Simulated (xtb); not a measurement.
C2H5I, charge -1, doublet, at the geometry of the source list (a state made from the parent by changing its charge; the spin is typed, not shown lowest). Base run: GFN0-xTB (xtb).

Input for xtb:
```
$ xtb mol.xyz --gfn 0 --chrg -1 --uhf 1 --json

# file mol.xyz
8

C     -0.77360000     0.27010000     0.08430000
C      0.54870000    -0.42420000    -0.14430000
I      2.22910000     0.84980000     0.34860000
H     -0.88870000     0.55950000     1.12690000
H     -1.58520000    -0.40850000    -0.17680000
H     -0.85900000     1.16230000    -0.53280000
H      0.64940000    -1.30750000     0.48120000
H      0.67930000    -0.70150000    -1.18710000
```

The base run was repeated with changes; each row names its change, and settings that it needs were set with it.

```
change        ΔE vs base (mEh)
------------  ----------------
base                     0.000
etemp = 3000            -0.064
file = coord             0.000
acc = 1000               0.000
acc = 0.0001             0.000
```
